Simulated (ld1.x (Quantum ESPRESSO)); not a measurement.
## Sn PAW: all-electron and pseudo phase curves

```
Element                 : Sn
Generator               : ld1.x (Quantum ESPRESSO) 7.5
Type                    : PAW
Functional              : PBEsol
Relativity              : fully relativistic
Frozen core             : [Ar] 3d10 4s2
Valence charge          : 20
Reference configuration : 4p6 4d10 5s2 5p2
Partial waves           : 5s (bound): rcut 1.45, rcutus 2.00 bohr; 5s channel at 2.4 Ry: rcut 1.45, rcutus 2.00 bohr; 4p (bound): rcut 1.30, rcutus 1.80 bohr; 5p (bound): rcut 1.30, rcutus 1.80 bohr; 4d (bound): rcut 1.20, rcutus 1.35 bohr; 4d channel at 2.15 Ry: rcut 1.20, rcutus 1.35 bohr
Local potential         : all-electron potential smoothed inside 1.05 bohr (lloc = -2)
Core correction         : Bessel-smoothed model core, default radius (core density twice the valence density)
Augmentation charge     : BESSEL, radius 0.90 bohr
```

Open shells are filled in proportion to 2j + 1 (rel_dist='average').

The phase is arctan(r·u′/u) with u = r·R(r), unwrapped; energies in Ry, scanned from -9 to 5 Ry. A pole is an energy at which the radial function vanishes at the test radius. The pseudo phase is shifted by a multiple of π to meet the all-electron one at the reference energy, and phase errors are pseudo minus all-electron; the curves can meet again beyond the range given. Levels narrower than the energy grid can be missing from the lists of poles.

| channel | radius (bohr) | reference energy (Ry) | poles, all-electron | poles, pseudo | unbroken range about the reference energy with phases within 0.05 rad | phase error 1 Ry above the reference energy (rad) |
| --- | --- | --- | --- | --- | --- | --- |
| s | 2.21 | -0.78 | 2.18 | 2.18 | the whole range | -0.000 |
| p1/2 | 2.21 | -0.30 | -6.93, 3.61 | -6.93, 3.45 | the whole range | -0.003 |
| p3/2 | 2.21 | -0.26 | -6.36, 3.94 | -6.36, 3.74 | the whole range | -0.004 |
| d3/2 | 2.21 | -1.94 | -1.72 | -1.72 | the whole range | -0.000 |
| d5/2 | 2.21 | -1.86 | -1.63 | -1.63 | the whole range | -0.000 |

The ghost test of this file was not conclusive.

Phases in the p1/2 channel:

```json
{"E (Ry)": "-9.00", "all-electron": "1.406", "pseudo": "1.406"}
{"E (Ry)": "-8.76", "all-electron": "1.403", "pseudo": "1.403"}
{"E (Ry)": "-8.52", "all-electron": "1.399", "pseudo": "1.399"}
{"E (Ry)": "-8.28", "all-electron": "1.395", "pseudo": "1.395"}
{"E (Ry)": "-8.04", "all-electron": "1.390", "pseudo": "1.390"}
{"E (Ry)": "-7.80", "all-electron": "1.384", "pseudo": "1.384"}
{"E (Ry)": "-7.56", "all-electron": "1.375", "pseudo": "1.375"}
{"E (Ry)": "-7.32", "all-electron": "1.357", "pseudo": "1.357"}
{"E (Ry)": "-7.08", "all-electron": "1.260", "pseudo": "1.260"}
{"E (Ry)": "-6.84", "all-electron": "-1.685", "pseudo": "-1.685"}
{"E (Ry)": "-6.60", "all-electron": "-1.733", "pseudo": "-1.733"}
{"E (Ry)": "-6.36", "all-electron": "-1.748", "pseudo": "-1.748"}
{"E (Ry)": "-6.12", "all-electron": "-1.757", "pseudo": "-1.757"}
{"E (Ry)": "-5.88", "all-electron": "-1.765", "pseudo": "-1.765"}
{"E (Ry)": "-5.64", "all-electron": "-1.772", "pseudo": "-1.772"}
{"E (Ry)": "-5.40", "all-electron": "-1.778", "pseudo": "-1.779"}
{"E (Ry)": "-5.16", "all-electron": "-1.785", "pseudo": "-1.786"}
{"E (Ry)": "-4.92", "all-electron": "-1.792", "pseudo": "-1.793"}
{"E (Ry)": "-4.68", "all-electron": "-1.800", "pseudo": "-1.800"}
{"E (Ry)": "-4.44", "all-electron": "-1.808", "pseudo": "-1.809"}
{"E (Ry)": "-4.20", "all-electron": "-1.817", "pseudo": "-1.818"}
{"E (Ry)": "-3.96", "all-electron": "-1.827", "pseudo": "-1.827"}
{"E (Ry)": "-3.72", "all-electron": "-1.838", "pseudo": "-1.838"}
{"E (Ry)": "-3.48", "all-electron": "-1.850", "pseudo": "-1.850"}
{"E (Ry)": "-3.24", "all-electron": "-1.863", "pseudo": "-1.864"}
{"E (Ry)": "-3.00", "all-electron": "-1.879", "pseudo": "-1.879"}
{"E (Ry)": "-2.76", "all-electron": "-1.897", "pseudo": "-1.897"}
{"E (Ry)": "-2.52", "all-electron": "-1.917", "pseudo": "-1.918"}
{"E (Ry)": "-2.28", "all-electron": "-1.942", "pseudo": "-1.942"}
{"E (Ry)": "-2.04", "all-electron": "-1.971", "pseudo": "-1.972"}
{"E (Ry)": "-1.80", "all-electron": "-2.007", "pseudo": "-2.008"}
{"E (Ry)": "-1.56", "all-electron": "-2.053", "pseudo": "-2.053"}
{"E (Ry)": "-1.32", "all-electron": "-2.111", "pseudo": "-2.111"}
{"E (Ry)": "-1.08", "all-electron": "-2.188", "pseudo": "-2.188"}
{"E (Ry)": "-0.84", "all-electron": "-2.295", "pseudo": "-2.295"}
{"E (Ry)": "-0.60", "all-electron": "-2.447", "pseudo": "-2.448"}
{"E (Ry)": "-0.36", "all-electron": "-2.671", "pseudo": "-2.671"}
{"E (Ry)": "-0.12", "all-electron": "-2.987", "pseudo": "-2.987"}
{"E (Ry)": "0.12", "all-electron": "-3.370", "pseudo": "-3.371"}
{"E (Ry)": "0.36", "all-electron": "-3.727", "pseudo": "-3.729"}
{"E (Ry)": "0.60", "all-electron": "-3.995", "pseudo": "-3.998"}
{"E (Ry)": "0.84", "all-electron": "-4.180", "pseudo": "-4.183"}
{"E (Ry)": "1.08", "all-electron": "-4.307", "pseudo": "-4.311"}
{"E (Ry)": "1.32", "all-electron": "-4.398", "pseudo": "-4.402"}
{"E (Ry)": "1.56", "all-electron": "-4.465", "pseudo": "-4.470"}
{"E (Ry)": "1.80", "all-electron": "-4.518", "pseudo": "-4.523"}
{"E (Ry)": "2.04", "all-electron": "-4.559", "pseudo": "-4.565"}
{"E (Ry)": "2.28", "all-electron": "-4.593", "pseudo": "-4.599"}
{"E (Ry)": "2.52", "all-electron": "-4.622", "pseudo": "-4.629"}
{"E (Ry)": "2.76", "all-electron": "-4.646", "pseudo": "-4.654"}
{"E (Ry)": "3.00", "all-electron": "-4.667", "pseudo": "-4.676"}
{"E (Ry)": "3.24", "all-electron": "-4.686", "pseudo": "-4.696"}
{"E (Ry)": "3.48", "all-electron": "-4.704", "pseudo": "-4.715"}
{"E (Ry)": "3.72", "all-electron": "-4.720", "pseudo": "-4.732"}
{"E (Ry)": "3.96", "all-electron": "-4.735", "pseudo": "-4.749"}
{"E (Ry)": "4.20", "all-electron": "-4.749", "pseudo": "-4.765"}
{"E (Ry)": "4.44", "all-electron": "-4.763", "pseudo": "-4.781"}
{"E (Ry)": "4.68", "all-electron": "-4.776", "pseudo": "-4.797"}
{"E (Ry)": "4.92", "all-electron": "-4.789", "pseudo": "-4.814"}
```
